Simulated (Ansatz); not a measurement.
CH7BFGaSi (`B[CH]([GaH2])[SiH2]F`), relaxed with RKS PBE0-D4/def2-TZVP in the Gaussian-basis code of Ansatz from a PBE-D4/def2-SVP geometry. The force threshold is 0.005 eV/Å; the program also tests the step.

Charge 0, multiplicity 1.

Start:

```xyz
12

B    -0.126   -0.314    1.540
C    -0.599   -0.284    0.078
Ga   -0.798    1.664   -0.336
Si    0.861   -0.905   -0.924
F     1.417   -2.304   -0.254
H     0.942    0.195    1.849
H    -0.796   -0.824    2.417
H    -1.543   -0.818   -0.149
H    -2.215    2.107   -0.869
H     0.416    2.640   -0.115
H     0.453   -1.240   -2.331
H     1.988    0.084   -0.907
```

Question: How much energy does the relaxation release, and in how many steps? (Estimate.)

Answer: Computed: 0.06 eV, in 16 steps.

Question: Which bonds change most? (Estimate.)

Answer: The calculation gave: Si4–F5 from 1.647 to 1.603 Å; C2–Si4 from 1.877 to 1.853 Å; B1–H6 from 1.222 to 1.202 Å; B1–H7 from 1.216 to 1.197 Å.

Question: Give the relaxed structure. (Best estimate.)

Answer: Ansatz gave: 
```xyz
12

B    -0.119   -0.287    1.571
C    -0.560   -0.305    0.111
Ga   -0.802    1.620   -0.354
Si    0.860   -0.905   -0.918
F     1.328   -2.354   -0.416
H     0.938    0.199    1.872
H    -0.814   -0.726    2.441
H    -1.494   -0.827   -0.106
H    -2.223    2.019   -0.871
H     0.386    2.623   -0.197
H     0.480   -1.070   -2.344
H     2.019    0.011   -0.788
```
